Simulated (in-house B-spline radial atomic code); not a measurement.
Configurations of neutral promethium, with energies counted from [Xe] 4f5 6s2. Method: scalar-relativistic (X2C) HSE06, spin-polarised, spherical fractional occupations, exact exchange averaged over the configuration, Fermi nucleus of rms radius 4.962 fm. Calculated with a radial B-spline atomic code at the basis-set limit. Shells without spins written out take the highest spin.

Occupations are held fixed; configurations that lie above the ionisation limit could autoionise.

| configuration | E - E(ref) (eV) | highest orbital | its <r> (bohr) |
| --- | --- | --- | --- |
| [Xe] 4f5 5d1 6s1 | 1.097 | 5d up | 3.504 |
| [Xe] 4f5 6s1 6p1 | 1.6476 | 6p up | 5.635 |
| [Xe] 4f5 6s1 6d1 | 3.8848 | 6d up | 11.53 |
| [Kr] 4d9 4f5 5s2 5p6 6s2 7d1 | 126.53 | 7d up | 19.6 |

(1) Order these further configurations by energy, lowest first.
A. [Xe] 4f4 6s2 7d1
B. [Kr] 4d9 4f5 5s2 5p6 6s2 7s1
C. [Kr] 4d10 4f5 5s2 5p5 6s2 7s1
D. [Xe] 4f4 6s2 7s1
E. [Xe] 4f5 6s1 7d1

## Answers

(1) E (4.4448 eV), D (6.93 eV), A (8.2159 eV), C (23.865 eV), B (125.24 eV).
